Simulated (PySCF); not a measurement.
**P (phosphorus, neutral) across methods**

[Ne] 3s1 3p3 3d1, high-spin 6D determinant (an excited configuration). Computed with PySCF 2.14 in aug-cc-pV(T+d)Z (6s5p4d2f, 55 functions), with no relativity, point nucleus.

```
   method  E (hartree)  mean ε 3s α (eV)  mean ε 3p α (eV)  mean ε 3d α (eV)  Σ⟨r²⟩ (bohr²)   ⟨S²⟩
     PBE0    -340.6244           -20.474           -10.559            -0.033          38.91  8.750
  r2SCAN0    -340.7390           -21.126           -10.876            -0.007          38.85  8.750
     TPSS    -340.7693           -18.391            -9.214             0.593          39.10  8.750
   revPBE    -340.6910           -18.123            -9.120             0.558          39.14  8.750
      LDA    -339.4696           -18.091            -9.165             0.591          39.40  8.750
   r2SCAN    -340.7426           -19.124            -9.620             0.578          39.00  8.750
      UHF   -340.26161           -26.950           -14.375            -1.659          38.75  8.750
CAM-B3LYP    -340.7352           -21.926           -11.734            -0.785          38.95  8.750
      PBE    -340.5890           -18.132            -9.135             0.573          39.17  8.750
```

The outer electron is Rydberg-like, and this basis confines it to a smaller radius and binds it less than a complete one would.

The highest occupied level is positive at TPSS, revPBE, LDA, r2SCAN, PBE: only the finite basis holds that electron, which in a density functional comes from self-interaction.
